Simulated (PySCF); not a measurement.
Several molecules and their computed UV-vis stick spectra, shuffled. Method: TDDFT B3LYP/def2-SVPD, vertical, gas phase, core orbitals frozen in the response (PySCF). Geometries: PBE0-D3(BJ)/def2-SVP; one conformer of each isolated species. Triplets are in the Tamm–Dancoff approximation. Relativistic effects are left out although some hold elements past zinc.

A. `[SiH3][AsH2]`
B. `Sc1cc(c(cc1)C)C`
C. `C#CCS`
D. `[H][Si](Cl)(Cl)Cl`
E. `C=C1C=C(C)/C1=C/SC`

Lowest singlet levels (six at most, fewer where fewer were computed) with oscillator strengths:

1. 3.93 eV (f 0.048); 4.52 eV (f 0.151); 4.80 eV (f 0.185); 4.82 eV (f 0.089); 5.01 eV (f 0.000); 5.49 eV (f 0.009); T1 2.74 eV
2. 6.21 eV (f 0.041); 6.40 eV (f 0.014); 6.51 eV (f 0.254); 7.18 eV (f 0.006); 7.19 eV (f 0.011); 7.55 eV (f 0.009); T1 5.40 eV
3. 4.65 eV (f 0.013); 4.80 eV (f 0.002); 5.11 eV (f 0.266); 5.53 eV (f 0.013); 5.68 eV (f 0.000); 6.02 eV (f 0.104); T1 3.71 eV
4. 7.28 eV (f 0.000); 7.67 eV (f 0.040); 7.68 eV (f 0.026 summed over 2 states); 7.97 eV (f 0.048 summed over 2 states); 8.19 eV (f 0.000 summed over 2 states); 8.23 eV (f 0.000) [of 10 roots; the last level is left out, as the window may have cut its degenerate partner]; T1 6.90 eV
5. 5.29 eV (f 0.001); 5.45 eV (f 0.012); 6.17 eV (f 0.003); 6.39 eV (f 0.026); 6.58 eV (f 0.023); 6.70 eV (f 0.002); T1 4.80 eV

Question: Which spectrum belongs to which structure?

Answer: 1 = E, 2 = A, 3 = B, 4 = D, 5 = C.
- A: S1 at 6.21 eV, HOMO→LUMO+1 (72%), HOMO→LUMO (28%); Löwdin shares by element: HOMO arsenic 64%, silicon 17%, hydrogen 13% or more; LUMO arsenic 35%, silicon 33%, hydrogen 16% or more (atoms not listed hold the other 16%); HOMO -7.35 and LUMO -0.28 eV; point group Cs.
- B: S1 at 4.65 eV, HOMO→LUMO (84%), HOMO-1→LUMO+1 (13%); Löwdin shares by element: HOMO carbon 37% or more, sulfur 37% (atoms not listed hold the other 26%); LUMO carbon 69% or more (atoms not listed hold the other 31%); HOMO -5.93 and LUMO -0.49 eV; point group Cs, 1 of its 6 listed states under f = 0.0005.
- C: S1 at 5.29 eV, HOMO→LUMO+1 (95%); Löwdin shares by element: HOMO sulfur 74%, carbon 11% or more, hydrogen 6% or more; LUMO sulfur 36%, carbon 29% or more, hydrogen 14% or more (atoms not listed hold the other 21%); HOMO -6.85 and LUMO -0.36 eV; point group Cs.
- D: S1 at 7.28 eV, HOMO→LUMO (99%); Löwdin shares by element: HOMO chlorine 100%; LUMO chlorine 70%, silicon 21%; HOMO -9.18 and LUMO -0.79 eV; point group C3v, 4 of its 9 listed states under f = 0.0005.
- E: S1 at 3.93 eV, HOMO→LUMO (70%), HOMO→LUMO+1 (29%); Löwdin shares by element: HOMO carbon 44% or more, sulfur 35% (atoms not listed hold the other 20%); LUMO carbon 68% or more (atoms not listed hold the other 32%); HOMO -5.47 and LUMO -0.94 eV.
